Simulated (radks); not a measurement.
Species: Re19+. Configuration: [Kr] 4d10 4f10. All-electron calculation, Dirac Kohn-Sham, LB94 model potential, spin-unpolarised, spherical densities, finite nucleus; open shells fill j = l - 1/2 first; Fermi nuclear charge, rms radius 5.3698 fm. Program: a radial shooting solver on a logarithmic mesh with Libxc functionals.

Normalised radial functions P(r) = r R(r) (large component), r in bohr:

r           4p1/2   4f5/2
0.001598   0.0292  0.0000
0.002048   0.0387  0.0000
0.002624   0.0518  0.0000
0.003389   0.0707  0.0000
0.004343   0.0960  0.0000
0.005566   0.1310  0.0000
0.007132   0.1786  0.0000
0.00914    0.2421  0.0001
0.01181    0.3269  0.0002
0.01513    0.4275  0.0005
0.01939    0.5395  0.0013
0.02484    0.6454  0.0031
0.03184    0.7115  0.0072
0.0408     0.6871  0.0163
0.0527     0.5052  0.0364
0.06753    0.1412  0.0762
0.08654   -0.3658  0.1511
0.1109    -0.8486  0.2808
0.1421    -1.0320  0.4836
0.1821    -0.6739  0.7609
0.2352     0.2378  1.0851
0.3015     1.2221  1.3480
0.3863     1.7434  1.4619
0.495      1.5730  1.3694
0.6344     0.9805  1.0867
0.8129     0.4163  0.7021
1.05       0.1069  0.3352
1.346      0.0162  0.1125
1.724      0.0012  0.0231

4p1/2: eigenvalue -975.38 eV, 2 radial nodes at r = 0.0727, 0.222 bohr, <r> = 0.438 bohr, 90 % of the charge inside 0.635 bohr. 4f5/2: eigenvalue -509.96 eV, 0 radial nodes, <r> = 0.494 bohr, 90 % of the charge inside 0.773 bohr.
